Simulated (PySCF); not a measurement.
Species: 1-methoxy-1,3-cyclohexadiene, C7H10O.
Structure used (GFN2-xTB), in Å, numbered top down from 1:
```xyz
18
C7H10O angstrom
C      2.8523    0.2286    0.0053
O      1.7972   -0.7013    0.0249
C      0.5263   -0.2271   -0.0818
C      0.1455    1.0487   -0.2212
C     -1.2650    1.3657   -0.3251
C     -2.2007    0.4742   -0.0053
C     -1.8134   -0.8832    0.5066
C     -0.4921   -1.3365   -0.1087
H      3.7671   -0.3536    0.1023
H      2.8730    0.7865   -0.9365
H      2.7770    0.9336    0.8396
H      0.8486    1.8650   -0.2612
H     -1.5273    2.3610   -0.6528
H     -3.2521    0.7139   -0.0476
H     -1.7126   -0.8255    1.5977
H     -2.5931   -1.6147    0.2893
H     -0.0896   -2.2029    0.4168
H     -0.6496   -1.6262   -1.1540
```

The closed-shell SCF was solved with PySCF and density fitting under several settings on one GFN2-xTB geometry (grid level 2 and gas phase unless stated).

| settings | basis functions | SCF cycles | E (Eh) | HOMO (eV) | LUMO (eV) | dipole (D) |
| --- | --- | --- | --- | --- | --- | --- |
| PBE0/pcSseg-1 | 186 | 14 | -347.4954 | -5.65 | -0.22 | 0.98 |
| PBE0/def2-SVPD | 243 | 14 | -347.3065 | -5.67 | -0.29 | 0.85 |

Estimate the rows for these settings: (1) PBE0/pcseg-1; (2) BP86/ANO-RCC-VDZP, IEF-PCM methanol, start guess atom.

| settings | basis functions | SCF cycles | E (Eh) | HOMO (eV) | LUMO (eV) | dipole (D) |
| --- | --- | --- | --- | --- | --- | --- |
| PBE0/pcseg-1 | 162 | 14 | -347.4656 | -5.67 | -0.25 | 0.98 |
| BP86/ANO-RCC-VDZP, IEF-PCM methanol, start guess atom | 162 | 12 | -348.0486 | -4.61 | -1.11 | 1.08 |

Over all rows, what range does the HOMO–LUMO gap span?

From 3.50 eV (BP86/ANO-RCC-VDZP, IEF-PCM methanol, start guess atom) to 5.43 eV (PBE0/pcSseg-1). The functional of the narrowest has no exact exchange, that of the widest 25 % exact exchange.

And the dipole moment?

From 0.85 D (PBE0/def2-SVPD) to 1.08 D (BP86/ANO-RCC-VDZP, IEF-PCM methanol, start guess atom); the largest is 1.27 times the smallest, and the median is 0.98 D.

Compare two rows with the functional PBE0: PBE0/pcSseg-1 and PBE0/pcseg-1. Which energy is lower, and by how much?

PBE0/pcSseg-1 (186 functions) lies 0.0298 Eh or 19 kcal/mol below PBE0/pcseg-1 (162 functions).

Cycle counts include a coarse-grid stage where the run had one. ANO-RCC sets were contracted for a scalar-relativistic Hamiltonian, but ran non-relativistically here. The species at its GFN2-xTB geometry (one conformer only).
